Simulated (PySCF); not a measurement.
**Co (cobalt, neutral) across methods**

[Ar] 3d7 4s1 5s1, high-spin 6F determinant (an excited configuration). All numbers are calculated (PySCF 2.14, no relativity, point nucleus, in dyall-av2z).

```
 method  E (hartree)  mean ε 3d β (eV)  mean ε 4s α (eV)  mean ε 5s α (eV)  Σ⟨r²⟩ (bohr²)   ⟨S²⟩
    PBE    -1382.281           -12.175            -9.684            -1.710          105.2  8.750
   MN15    -1382.878           -15.129           -10.660            -1.668          100.3  8.753
    UHF  -1381.24817           -20.646           -12.227            -2.447          110.8  8.752
    LDA    -1379.945           -12.156            -9.890            -1.702          102.3  8.751
 r2SCAN    -1382.508           -12.509            -9.987            -1.655          106.9  8.751
r2SCAN0    -1382.484           -14.773           -10.691            -1.879          107.2  8.751
   PBE0    -1382.308           -14.506           -10.437            -1.960          106.8  8.751
  B97-3    -1382.380           -14.753           -10.260            -1.902          107.8  8.752
  HSE06    -1382.320           -14.092           -10.116            -1.720          106.4  8.751
```

The outer electron is Rydberg-like, and this basis confines it to a smaller radius and binds it less than a complete one would.
